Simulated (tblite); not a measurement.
C6H13NSi.
Structure used (GFN2-xTB), in Å, numbered top down from 1:
```xyz
21
C6H13NSi angstrom
C      0.4883   -2.6496   -0.2778
C      1.1179   -1.4860   -0.1575
Si     2.2295   -1.0545    1.3115
C      0.9926   -0.4302   -1.1765
N     -0.0204    0.2312   -1.5207
C     -1.3081    0.0353   -0.9198
C     -1.8571    1.3839   -0.4452
C     -1.0443    1.9434    0.7154
H      0.5796   -3.4270    0.4639
H     -0.1238   -2.8853   -1.1365
H      2.2591   -2.2043    2.2155
H      3.5705   -0.7563    0.8038
H      1.6898    0.1234    1.9937
H      1.9231   -0.1618   -1.6741
H     -1.9656   -0.3590   -1.7025
H     -1.2948   -0.6802   -0.0831
H     -2.8967    1.2502   -0.1395
H     -1.8292    2.0840   -1.2809
H     -1.4478    2.9003    1.0385
H     -0.0104    2.0878    0.4100
H     -1.0612    1.2581    1.5613
```

Method: GFN2-xTB as coded in tblite; computed harmonic values from a numerical Hessian at the method's own geometry, unscaled. The method is semi-empirical: single wavenumbers can be off by several per cent or more. Modes of hydrogen on silicon can be 10 to 20 % off. One conformer, not necessarily the lowest.

Harmonic wavenumbers (cm⁻¹): 38.3, 41.0, 67.4, 96.3, 144.3, 176.2, 218.5, 265.6, 310.0, 343.9, 389.5, 481.8, 537.2, 552.8, 601.4, 658.9, 770.1, 780.0, 784.8, 799.7, 808.5, 860.3, 912.5, 919.0, 936.7, 957.2, 993.8, 1104.3, 1113.7, 1144.0, 1155.8, 1221.6, 1254.1, 1321.1, 1326.7, 1342.0, 1411.1, 1421.9, 1459.3, 1474.7, 1501.6, 1507.0, 1662.2, 1721.5, 2256.3, 2263.3, 2270.0, 2854.9, 2930.3, 2965.1, 2976.8, 2998.5, 3022.3, 3033.4, 3038.5, 3066.4, 3091.9.

A = 2440, B = 996.3, C = 833.5 MHz; mass 127.082 u (most abundant isotopes); point group C1, symmetry number 1.

Zero-point energy?

½Σν̃ = 37178 cm⁻¹ = 444.75 kJ/mol.

Entropy at 200 K, 1 bar (ideal gas, RRHO, classical rotation)?

Translation 160.98, rotation 118.25, vibration 101.49: S = 380.7 J/(mol K).

And Cp and H(200 K) − H(0)?

Cp = 129.99 J/(mol K), of which vibrations give 96.73 (their classical limit is 57 R = 473.9); H(200 K) − H(0) = 17.00 kJ/mol without the zero-point energy, 10.35 from vibrations.

Which modes carry the vibrational entropy at 200 K?

38.3 cm⁻¹: 19.06; 41.0 cm⁻¹: 18.50; 67.4 cm⁻¹: 14.41; 96.3 cm⁻¹: 11.53; 144.3 cm⁻¹: 8.37; 176.2 cm⁻¹: 6.88 J/(mol K); the other 51 give 22.74 together.

How do the functions run with temperature in this model?

```csv
T (K),S (J/(mol K)),Cp (J/(mol K)),H − H(0) (kJ/mol),G − H(0) (kJ/mol),ln q(vib)
100,307.3,87.2,6.16,-24.57,2.74
300,442.1,176.4,32.30,-100.34,9.02
500,552.7,259.7,76.30,-200.05,14.87
800,694.4,342.8,167.74,-387.80,23.17
1000,775.1,379.5,240.17,-534.91,28.31
```

q(vib) and H(0) count from the zero-point level.

Blend soft modes into free rotors: weight 1/[1 + (100 cm⁻¹/ν̃)⁴] for the oscillator and the rest for a rotor with moment μB/(μ + B), μ = h/(8π²ν), B = 10⁻⁴⁴ kg m². What vibrational entropy results?

90.12 J/(mol K) in place of 101.49, which changes −T·S at 200 K by +2.27 kJ/mol.

What must be added to the electronic energy to get the Gibbs energy at 200 K and 1 bar?

ZPE + [H(200 K) − H(0)] − T·S = 444.75 + 17.00 − 76.14 = 385.61 kJ/mol.

Hindered rotation and anharmonicity are outside this model. Other conformers, if any are populated, would add a mixing term that is left out. The structure is chiral; the term R ln 2 for an equal mix with its mirror image is left out.
